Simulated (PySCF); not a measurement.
AsF2H3Si, SMILES F[SiH](F)[AsH2].

Geometry optimised at PBE0-D3(BJ)/def2-SVP. The structure was generated by enumeration, and PubChem lists no compound with its InChIKey, so it may never have been made.

Level of theory: TDDFT-PBE/def2-SVPD in PySCF.

Vertical excitations. The molecule is in vacuum. State labels are in the subgroup Cs.

```
state  symmetry  energy (eV)  λ (nm)      f                                                main pairs
-----  --------  -----------  ------  -----  --------------------------------------------------------
S1           A"         6.11     203  0.002                                          HOMO→LUMO+1 96 %
S2           A'         6.31     197  0.016                          HOMO→LUMO 66 %, HOMO→LUMO+2 32 %
S3           A"         6.74     184  0.011                                          HOMO→LUMO+3 87 %
S4           A'         6.93     179  0.356                          HOMO→LUMO+2 61 %, HOMO→LUMO 25 %
S5           A'         7.00     177  0.009                                          HOMO→LUMO+4 93 %
S6           A'         7.47     166  0.055                                          HOMO−1→LUMO 85 %
S7           A"         7.62     163  0.010                    HOMO−1→LUMO+1 61 %, HOMO−1→LUMO+3 29 %
S8           A'         7.92     157  0.127                                        HOMO−1→LUMO+2 86 %
S9           A"         8.00     155  0.028  HOMO−1→LUMO+3 65 %, HOMO−1→LUMO+1 15 %, HOMO−2→LUMO 14 %
S10          A'         8.26     150  0.007                                          HOMO→LUMO+5 96 %
T1           A'         5.41     229      0                                            HOMO→LUMO 94 %
T2           A"         5.62     221      0                                          HOMO→LUMO+1 94 %
T3           A"         6.14     202      0                                          HOMO→LUMO+3 89 %
T4           A'         6.18     201      0                                          HOMO→LUMO+2 92 %
```
Triplets are in the Tamm–Dancoff approximation, which puts them higher than full response would, so one can lie above its singlet here.
